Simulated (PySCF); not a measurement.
CH9FN2Si2, SMILES F[Si@@H](N[SiH3])NC. Geometry optimised at B3LYP-D3(BJ)/def2-SVP. The structure was generated by enumeration; whether it is a known compound was not checked. Other conformers were not sampled.

Problem. Give the equilibrium geometry at B3LYP-D3(BJ)/def2-SVP (PySCF confirms it by a frequency run) as a Z-matrix. (An estimate is asked for; the answer gives what the named calculation found.)

Solution. This is not unique; one that fits is 
```
N
H 1 1.0200
Si 1 1.7240 2 113.83
F 3 1.6323 1 113.84 2 74.35
N 3 1.7145 4 103.70 1 117.86
H 5 1.0156 3 117.36 4 27.05
C 5 1.4511 6 114.58 3 -166.27
H 7 1.1010 5 109.45 6 -175.89
H 7 1.1046 8 107.07 5 -121.22
H 7 1.1071 8 107.28 9 -115.18
Si 1 1.7489 2 115.86 3 174.23
H 3 1.4831 4 105.08 5 125.78
H 11 1.4879 1 107.46 2 176.51
H 11 1.4935 13 109.56 1 120.38
H 11 1.4936 13 109.16 14 117.34
```
Charge 0, spin multiplicity 1.
